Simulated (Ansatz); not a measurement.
Consider the germylene formation by 1,1-elimination: `[F][Ge]([F])([SH])[SH]` → F₂ + `[SH][Ge][SH]`.

Gas-phase electronic energies from Ansatz, PBE0-D4/def2-TZVP geometries. CBS: MP2 limit from def2 TZ/QZ plus the TZ coupled-cluster correction, frozen cores. This one scheme is used for every species. DFT in def2-TZVPP. B3LYP here is the variant with VWN-RPA as its local correlation; programs differ in this. For Ge outer-core shells are correlated without core-valence functions, which leaves a few kJ/mol of doubt a bond. Scalar relativity is left out up to krypton. One conformer a species, not always the lowest.

(1) Is it downhill or uphill in electronic energy at CCSD(T)/CBS, and by how much? (Estimate.)

(2) What do these levels give: PBE0-D4, B3LYP-D4, HF/def2-TZVPP, CCSD/def2-TZVPP, MP2/CBS(def2), CCSD/CBS(def2)? (Estimate.)

Largest T1 diagnostic among the species: 0.014.

## Answers

(1) Ansatz gave: Uphill: ΔE = +7.40 eV.

(2) Ansatz gave: PBE0-D4 7.25, B3LYP-D4 7.04, HF/def2-TZVPP 7.93, CCSD/def2-TZVPP 7.55, MP2/CBS(def2) 7.82, CCSD/CBS(def2) 7.50 eV.

In def2-TZVPP, CCSD(T) changes the Hartree–Fock value by −0.49 eV (the triples alone add −0.10 eV) and MP2 by −0.06 eV. From PBE to PBE0 (25 % exact exchange), in def2-TZVPP and without D4, ΔE moves by +0.46 eV.
